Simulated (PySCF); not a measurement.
## Cu²⁺: ionisation energy

Cu²⁺ [Ar] 3d9 (2D) → Cu³⁺ [Ar] 3d8 (3F), as a difference of total energies. Computed with PySCF 2.14 in aug-cc-pVDZ-PP with ECP10MDF, with a scalar-relativistic core potential. Correlated levels: valence: 3s2 3p6 frozen. The calculations carry no spin-orbit coupling.

| method | ionisation energy (eV) | difference from reference (eV) |
| --- | --- | --- |
| UHF | 34.051 | -2.790 |
| LDA | 37.861 | +1.020 |
| PBE | 37.049 | +0.208 |
| PBE0 | 36.633 | -0.208 |
| r2SCAN | 36.127 | -0.714 |
| BLYP | 36.931 | +0.090 |
| wB97M-V | 36.314 | -0.527 |
| revPBE | 36.861 | +0.020 |
| LC-wPBE | 36.969 | +0.128 |
| MP2 (valence) | 36.613 | -0.228 |
| SCS-MP2 (valence) | 36.376 | -0.465 |

Reference: 36.841 ± 0.012 eV (measured; NIST Atomic Spectra Database, ionization energies).

The reference lies between the lowest fine-structure levels, while these numbers refer to the centres of the terms.

Errors of the correlated levels include the incompleteness of this basis and the frozen core.
